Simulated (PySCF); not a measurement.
Several molecules and their computed UV-vis stick spectra, shuffled. Computed, not measured: TDDFT wB97X-D/def2-SVPD, vertical, gas phase, core orbitals frozen in the response in PySCF 2.14.0, density-fitted response routines. Geometries: PBE0-D3(BJ)/def2-SVP; one conformer of each isolated species. Triplets are in the Tamm–Dancoff approximation. Atoms past krypton carry core potentials; spin–orbit coupling is left out.

A. `C#C[Si@H](C)n1cnc(C)c1`
B. `[SiH3][SnH3]`
C. `C[Se]C#N`
D. `C=C(C)/C=C/Cl`

Lowest singlet levels (six at most, fewer where fewer were computed) with oscillator strengths:

1. 7.11 eV (f 0.049 summed over 2 states); 7.15 eV (f 0.237); 7.46 eV (f 0.527); 7.92 eV (f 0.003 summed over 2 states); 8.04 eV (f 0.225 summed over 2 states); 8.06 eV (f 0.001) [of 10 roots; the last level is left out, as the window may have cut its degenerate partner]; T1 6.22 eV
2. 5.54 eV (f 0.701); 6.52 eV (f 0.000); 6.93 eV (f 0.000); 6.94 eV (f 0.004); 7.06 eV (f 0.011); 7.34 eV (f 0.011); T1 3.15 eV
3. 4.69 eV (f 0.000); 5.95 eV (f 0.005); 6.69 eV (f 0.015); 6.75 eV (f 0.043); 7.29 eV (f 0.036); 7.66 eV (f 0.012); T1 4.33 eV
4. 5.93 eV (f 0.035); 5.97 eV (f 0.006); 6.00 eV (f 0.005); 6.27 eV (f 0.001); 6.30 eV (f 0.005); 6.36 eV (f 0.062); T1 4.35 eV

Task: Match each spectrum to its molecule.

Result: 1 = B, 2 = D, 3 = C, 4 = A.
- A: S1 at 5.93 eV, HOMO→LUMO+1 (65%), HOMO→LUMO (16%); Löwdin shares by element: HOMO carbon 70% or more, nitrogen 11% or more (atoms not listed hold the other 19%); LUMO carbon 62% or more, silicon 17% (atoms not listed hold the other 21%); HOMO -8.18 and LUMO 1.24 eV.
- B: S1 at 7.11 eV, HOMO→LUMO+2 (90%); Löwdin shares by element: HOMO silicon 36%, tin 34%, hydrogen 10% or more (atoms not listed hold the other 20%); LUMO tin 44%, hydrogen 18% or more, silicon 17% (atoms not listed hold the other 21%); HOMO -9.75 and LUMO 1.26 eV.
- C: S1 at 4.69 eV, HOMO→LUMO (93%); Löwdin shares by element: HOMO selenium 61%, carbon 22%, nitrogen 13%; LUMO selenium 51%, carbon 30%, nitrogen 12%; HOMO -9.20 and LUMO 0.59 eV; point group Cs, 1 of its 6 listed states under f = 0.0005.
- D: S1 at 5.54 eV, HOMO→LUMO (98%); Löwdin shares by element: HOMO carbon 59% or more, chlorine 17% (atoms not listed hold the other 24%); LUMO carbon 79% or more (atoms not listed hold the other 21%); HOMO -8.46 and LUMO 0.58 eV; point group Cs, 2 of its 6 listed states under f = 0.0005.
